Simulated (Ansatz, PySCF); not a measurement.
The pair A = CH4O (SMILES CO) (first 6 atoms), B = CH4S (SMILES CS); geometry from B3LYP-D3(BJ)/def2-TZVP.
(charge 0, multiplicity 1):
```xyz
12

C     -0.28958    -0.54513     0.09042
O     -0.19982     0.76841     0.63524
H     -1.26774    -0.73014    -0.36515
H     -0.15097    -1.23494     0.92132
H      0.49238    -0.73349    -0.65195
H     -0.27797     1.41032    -0.07701
C     -1.22501     0.03618     3.92232
S      0.55685    -0.32313     3.78605
H     -1.74194    -0.21588     2.99933
H     -1.60891    -0.58467     4.73005
H     -1.39599     1.08235     4.16696
H      0.76947     0.43259     2.69535
```

Cores are frozen in the correlated methods.

Run with Ansatz (an electronic-structure program) with Gaussian orbitals; PySCF for the dispersion terms. 

The monomers are drawn apart, rigid, along the line of their centres of mass. Counterpoise-corrected interaction energies (kcal/mol):

```tsv
level	R = 4.407 Å	R = 5.327 Å
PBE/def2-TZVPPD	-1.2917	-0.5512
PBE-D3(BJ)/def2-TZVPPD	-1.8573	-0.7568
wB97M-V/def2-TZVPPD	-1.6521	-0.7073
CCSD(T)/aug-cc-pV(D+d)Z	-1.6361	-0.7016
```

Question: R is the distance of the centres of mass. Find the local exponent m of E ∝ R⁻ᵐ between the two points.

Answer: 
m = ln(E₁/E₂)/ln(R₂/R₁): PBE/def2-TZVPPD 4.5; PBE-D3(BJ)/def2-TZVPPD 4.7; wB97M-V/def2-TZVPPD 4.5; CCSD(T)/aug-cc-pV(D+d)Z 4.5. For scale, two fixed dipoles give m = 3, dipole and quadrupole 4, quadrupoles 5, and dispersion or dipole-induced dipole 6 at long range; at these distances several terms mix, and what is left of overlap and damping shifts m, so it need not match one of them.
